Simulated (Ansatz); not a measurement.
Abridged output of a molecular run in Ansatz:

```
Functional definition: HF
1287 factors; integrals over basis functions are off by at most 1.6e-3 eV
mean field evaluation 1: about -24854.3522 eV, gradient 7.7e1 eV
mean field evaluation 2: about -24854.5928 eV, gradient 7.7e1 eV
mean field evaluation 4: about -24865.7229 eV, gradient 1.3e1 eV
mean field evaluation 8: about -24866.0621 eV, gradient 1.1e0 eV
mean field evaluation 16: about -24866.0657 eV, gradient 2.1e-6 eV
mean field -24866.06565258 eV, -913.8110579077 hartree, gradient 2.1e-6 eV, S^2 0.000000; 0 other end points of the search recorded, 0 dependent functions left out
10 core orbitals not correlated: weight in the atoms' cores, before any rotation towards them, 1.000 or more for the frozen orbitals, at most 0.000 for the correlated occupied ones
reference -24866.06565258 eV, -913.8110579077 hartree; 27, 27 occupied and 98, 98 virtual orbitals, 1287 factors
second order -38.49871360 eV of doubles, -0.00000000 eV of singles
cycle   1  -35.66410042 eV  change     2.8e0 eV  update   2.9e-1
cycle   2  -37.35086466 eV  change    -1.7e0 eV  update   1.8e-1
cycle   3  -37.69504512 eV  change   -3.4e-1 eV  update   4.1e-2
cycle   4  -37.73124819 eV  change   -3.6e-2 eV  update   1.7e-2
cycle   5  -37.70395480 eV  change    2.7e-2 eV  update   5.2e-3
cycle   6  -37.70363268 eV  change    3.2e-4 eV  update   2.6e-3
cycle   7  -37.70425328 eV  change   -6.2e-4 eV  update   1.0e-3
cycle   8  -37.70360151 eV  change    6.5e-4 eV  update   5.8e-4
cycle   9  -37.70359920 eV  change    2.3e-6 eV  update   2.2e-4
cycle  10  -37.70402029 eV  change   -4.2e-4 eV  update   1.3e-4
cycle  11  -37.70384398 eV  change    1.8e-4 eV  update   5.2e-5
cycle  12  -37.70375032 eV  change    9.4e-5 eV  update   2.6e-5
cycle  13  -37.70380592 eV  change   -5.6e-5 eV  update   9.4e-6
perturbative correction -1.46220587 eV, -0.0537350746 hartree
Total energy: -24905.23166437 eV, -915.2503822931 hartree
```

Its atoms:

```xyz
10

C     0.062    1.259    1.233
O     0.419    0.655    0.017
W     0.039   -0.828   -1.011
O    -0.156   -0.253   -2.575
F    -1.672   -0.695   -0.252
F     1.831   -1.321   -0.940
Cl   -0.432   -3.072   -1.100
H     0.720    0.909    2.031
H     0.163    2.340    1.126
H    -0.975    1.006    1.471
```

Which basis set was used?
A. cc-pV(Q+d)Z
B. def2-QZVPP
C. def2-SVP
D. def2-TZVPPD

C. It gives 135 functions.

Write the keys of the input that set method, charge and spin (a neutral closed shell needs none for the last two).


```yaml
correlation: {method: ccsd_t}
```
